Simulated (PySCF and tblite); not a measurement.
Values are calculated unless marked as measured or tabulated.
## Conformers and averaged properties: C₅H₃BrO₂S, numbered as in [O:1]=[c:2]1[cH:3][c:4]([SH:5])[cH:6][c:7]([Br:8])[o:9]1

The ensemble was built from 60 distance-geometry starts (ETKDG and KDG, MMFF94s, GFN2-xTB) and rests on GFN2-xTB geometries. Free energies are PBE0-D3(BJ)/pcSseg-1 single points with GFN2-xTB rigid-rotor and vibrational terms (modes under about 100 cm⁻¹ blended into free rotors). Symmetry numbers and mirror images are counted. Conformers within 2.5 kcal/mol (GFN2-xTB free energy) were kept, 2 at most. GIAO shieldings: PBE0/pcSseg-1. Shifts are against TMS (¹H), TMS (¹³C) at the same level. Run with PySCF (density fitting) and tblite.

Torsions listed: C3–C4–S5–H5.

```tsv
conformer	shape	symmetry	E(GFN2) kcal/mol	E(DFT) kcal/mol	G(298.15 K) kcal/mol	weight %	dipole D
1	0°	Cs	0.00	0.00	0.00	65.5	4.05
2	180°	Cs	0.77	0.52	0.38	34.5	5.09
```

Weights (%) against temperature:

| T (K) | 1 | 2 | S(mix) cal/mol/K |
| --- | --- | --- | --- |
| 250 | 68.9 | 31.1 | 1.23 |
| 298.15 | 65.5 | 34.5 | 1.28 |
| 350 | 62.8 | 37.2 | 1.31 |

Averaged shifts at 298.15 K. ¹H: 6.08 (H6, 1H), 5.91 (H3, 1H) ppm. ¹³C: 166.9 (C7), 162.7 (C4), 160.3 (C2), 112.6 (C6), 110.4 (C3) ppm.

Coordinates of conformer 1 (Å):

```xyz
12

O     0.623    2.764   -0.461
C     0.480    1.590   -0.271
C    -0.753    0.873   -0.108
C    -0.779   -0.473    0.103
S    -2.252   -1.393    0.307
C     0.446   -1.204    0.167
C     1.585   -0.498    0.012
Br    3.286   -1.303    0.073
O     1.647    0.802   -0.194
H    -1.649    1.469   -0.164
H    -3.086   -0.362    0.177
H     0.453   -2.266    0.333
```

Coordinates of conformer 2 (Å):

```xyz
12

O     1.482    2.587   -0.506
C     0.945    1.541   -0.286
C    -0.425    1.183   -0.515
C    -0.909   -0.056   -0.217
S    -2.591   -0.437   -0.518
C    -0.039   -1.040    0.342
C     1.243   -0.669    0.546
Br    2.519   -1.848    1.281
O     1.744    0.514    0.270
H    -1.053    1.949   -0.937
H    -2.536   -1.696   -0.079
H    -0.378   -2.030    0.593
```

The minima are those of GFN2-xTB; planar forms about aryl–S or allylic bonds may be saddles in DFT. Spin–orbit effects of the heavy atoms on shieldings are missing. Other tautomers (keto or thione forms) aren't considered and may dominate. H on N, O and S are left out: they exchange, and hydrogen bonds move them by several ppm. At a carbon that bears Br the missing effect is some 10 ppm, beside I tens of ppm. Shifts are unscaled: against experiment ¹³C can be off by 15 ppm or more and ¹H by 0.8 ppm.

Search and properties took 71 s on 1 thread of Arm Neoverse V1, shared host (rough), launched as `OMP_NUM_THREADS=1 python ens_run.py task.json out`.


Conformer gaps in pcSseg-1 on xTB geometries can be 2 kcal/mol off for S=O, P=O and other polar bonds.